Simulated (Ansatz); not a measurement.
Computed with Ansatz on PBE0-D4/def2-TZVP structures; ΔE is electronic, products minus reactants. CBS: MP2 limit from def2 TZ/QZ plus the TZ coupled-cluster correction, frozen cores. This one scheme is used for every species. def2 core potentials past Kr. For Nb outer-core shells are correlated without core-valence functions, which leaves a few kJ/mol of doubt a bond. One conformer a species, not always the lowest.

Reaction (formal hydrolysis of the Nb–F bond): `[NH2][Nb]([F])([F])=[S]` + H₂O → `[NH2][Nb]([OH])([F])=[S]` + H–F

```csv
species,SCS-MP2/def2-QZVPP energy (Eh)
`[NH2][Nb]([F])([F])=[S]`,-710.20068
H₂O,-76.34808
`[NH2][Nb]([OH])([F])=[S]`,-686.17499
H–F,-100.36288
```

Q: Work out ΔE.

A: ΔE = (-686.17499) + (-100.36288) − (-710.20068) − (-76.34808) = 0.01089 Eh = +28.6 kJ/mol. CCSD(T)/CBS gives +27.6 kJ/mol.

Largest T1 diagnostic among the species: 0.023, so the coupled-cluster value is less sure than usual.

From PBE to PBE0 (25 % exact exchange), in def2-TZVPP and without D4, ΔE moves by −3.7 kJ/mol. Leaving LDA and LC-ωPBE aside and taking each functional with its dispersion term where it has one, the values, not all of them listed here, spread over 9.9 kJ/mol, from PBE-QIDH to B97M-V. LDA lies −7.5 kJ/mol from PBE without D4.
